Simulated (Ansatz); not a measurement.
Ansatz (a quantum-chemistry and plane-wave program) input for ReCl4, SMILES [Re]([Cl])([Cl])([Cl])[Cl] (connectivity only; charge and spin as stated), neutral, multiplicity 4, B3LYP-D3(BJ)/def2-SVP. 

Ansatz 0.2 input:
```yaml
crystal:
  periodic: [false, false, false]
  atoms:
    - {symbol: Re, position_ang: [0.00000000, -0.00000000, 0.00000000]}
    - {symbol: Cl, position_ang: [1.56795972, 1.09152366, -1.10074090]}
    - {symbol: Cl, position_ang: [-1.56795972, 1.09152380, 1.10074077]}
    - {symbol: Cl, position_ang: [-1.56795973, -1.09152379, -1.10074076]}
    - {symbol: Cl, position_ang: [1.56795972, -1.09152366, 1.10074089]}
basis:
  gaussian:
    orbitals: def2-SVP
hamiltonian:
  xc: b3lyp
  dispersion: d3bj
magnetization: {spin_polarized: true, initial_magnetization: 3}
relax: {f_tol: 0.002, max_steps: 200}
```

Log of the run:

```
WARN ansatz: RAYON_NUM_THREADS=2 ignored (pool sized by the plan → 2); use --threads N
Functional definition: B3LYP
integrals: 0.05 GiB planned
1021 factors; integrals over basis functions are off by at most 6.3e-5 eV
mean field: 0.99 GiB planned
mean field evaluation 1: about -52210.0556 eV, gradient 9.9e0 eV
mean field evaluation 2: about -52209.0754 eV, gradient 1.8e1 eV
mean field evaluation 4: about -52210.6328 eV, gradient 5.7e-1 eV
mean field evaluation 8: about -52210.7233 eV, gradient 5.9e-2 eV
mean field evaluation 16: about -52210.7233 eV, gradient 1.6e-5 eV
mean field -52210.72331382 eV, -1918.7086920837 hartree, gradient 1.4e-5 eV, S^2 3.760968; 1 other end points of the search recorded, 0 dependent functions left out
the calculation of the forces begins
reference -52210.72358086 eV, -1918.7087018971 hartree; 43, 40 occupied and 61, 64 virtual orbitals, 1021 factors
relax step   1: F+E_penalty+E_count = -52211.22831490 eV  Δ(F+E_penalty+E_count) = +0.000e0 eV  max|allowed force component| = 9.984e-1 eV/Å  Δτ_max = 0.0000 Å  (41 SCF iters, accepted)
these checks for a lower state are left out or cut short: starts, cluster_reference, orbital_swaps, neighbouring_geometries, increment
integrals: 0.05 GiB planned
1021 factors; integrals over basis functions are off by at most 4.7e-5 eV
mean field: 0.98 GiB planned
mean field -52210.95037238 eV, -1918.7170363317 hartree, gradient 7.1e-6 eV, S^2 3.764999; 0 other end points of the search recorded, 0 dependent functions left out
the calculation of the forces begins
reference -52210.95064580 eV, -1918.7170463796 hartree; 43, 40 occupied and 61, 64 virtual orbitals, 1021 factors
relax step   2: F+E_penalty+E_count = -52211.42971431 eV  Δ(F+E_penalty+E_count) = -2.014e-1 eV  max|allowed force component| = 3.052e-1 eV/Å  Δτ_max = 0.1487 Å  (46 SCF iters, accepted)
these checks for a lower state are left out or cut short: starts, cluster_reference, orbital_swaps, neighbouring_geometries, increment
integrals: 0.05 GiB planned
1021 factors; integrals over basis functions are off by at most 4.6e-5 eV
mean field: 0.98 GiB planned
mean field evaluation 32: about -52210.8995 eV, gradient 2.1e-1 eV
mean field -52210.98245371 eV, -1918.7182152989 hartree, gradient 2.1e-5 eV, S^2 3.763869; 0 other end points of the search recorded, 0 dependent functions left out
the calculation of the forces begins
reference -52210.98272472 eV, -1918.7182252584 hartree; 43, 40 occupied and 61, 64 virtual orbitals, 1021 factors
relax step   3: F+E_penalty+E_count = -52211.46856197 eV  Δ(F+E_penalty+E_count) = -3.885e-2 eV  max|allowed force component| = 1.828e-2 eV/Å  Δτ_max = 0.0607 Å  (39 SCF iters, accepted)
these checks for a lower state are left out or cut short: starts, cluster_reference, orbital_swaps, neighbouring_geometries, increment
integrals: 0.05 GiB planned
1021 factors; integrals over basis functions are off by at most 4.6e-5 eV
mean field: 0.98 GiB planned
mean field -52210.98214652 eV, -1918.7182040097 hartree, gradient 1.4e-5 eV, S^2 3.763796; 0 other end points of the search recorded, 0 dependent functions left out
the calculation of the forces begins
reference -52210.98241742 eV, -1918.7182139652 hartree; 43, 40 occupied and 61, 64 virtual orbitals, 1021 factors
relax step   4: F+E_penalty+E_count = -52211.46866495 eV  Δ(F+E_penalty+E_count) = -1.030e-4 eV  max|allowed force component| = 1.606e-3 eV/Å  Δτ_max = 0.0023 Å  (41 SCF iters, accepted)
integrals: 0.05 GiB planned
1021 factors; integrals over basis functions are off by at most 4.6e-5 eV
mean field: 0.98 GiB planned
mean field evaluation 64: about -52210.9821 eV, gradient 3.0e-5 eV
mean field -52210.98214652 eV, -1918.7182040097 hartree, gradient 1.4e-5 eV, S^2 3.763796; 2 other end points of the search recorded, 0 dependent functions left out
the calculation of the forces begins
reference -52210.98241742 eV, -1918.7182139652 hartree; 43, 40 occupied and 61, 64 virtual orbitals, 1021 factors
Total energy: -52211.46893585 eV, -1918.7360931877 hartree
Atom 0 at     0.000000     0.000000     0.000000 Å, force    -0.000001    -0.000000     0.000000 eV/Å
Atom 1 at     1.575751     1.157655    -1.162523 Å, force    -0.000081     0.001606     0.000607 eV/Å
Atom 2 at    -1.575751     1.157655     1.162523 Å, force     0.000082     0.001606    -0.000607 eV/Å
Atom 3 at    -1.575751    -1.157655    -1.162523 Å, force     0.000082    -0.001606     0.000607 eV/Å
Atom 4 at     1.575751    -1.157655     1.162523 Å, force    -0.000081    -0.001606    -0.000607 eV/Å
Dipole moment:    -0.000000     0.000000    -0.000000 e Å
```

Self-consistency was reached.

Cost: about 50 core-seconds (a rough figure).
